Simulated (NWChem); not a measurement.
System: C2H4ClFSi; SMILES F/C=C(\Cl)[SiH3]

All runs: NWChem. Medium grid unless said otherwise, to which SCAN and Minnesota functionals are sensitive. Structure relaxed at the B3LYP/6-31G* (spherical d) level. Total energies of different functionals are on different scales.

| level | energy (Ha) | highest occupied level (eV) | orbital gap (eV) | dipole (D) |
|---|---|---|---|---|
| PBE/def2-TZVP | -927.6791 | -6.38 | 4.81 | 1.78 |
| B3LYP/def2-TZVP | -928.2546 | -7.37 | 6.53 | 1.98 |
| M06-2X/def2-TZVP | -928.1064 | -8.81 | 9.13 | 2.19 |
| BLYP/def2-TZVP | -928.1681 | ? | 4.80 | 1.80 |
| Hartree-Fock/def2-TZVP | -925.9953 | -10.29 | 13.48 | 2.40 |
| CAM-B3LYP/def2-TZVP | -928.1673 | -8.92 | 9.46 | 2.09 |

**Question.** What belongs in the gaps?

**Answer.** 
- BLYP/def2-TZVP, highest occupied level (eV): -6.23
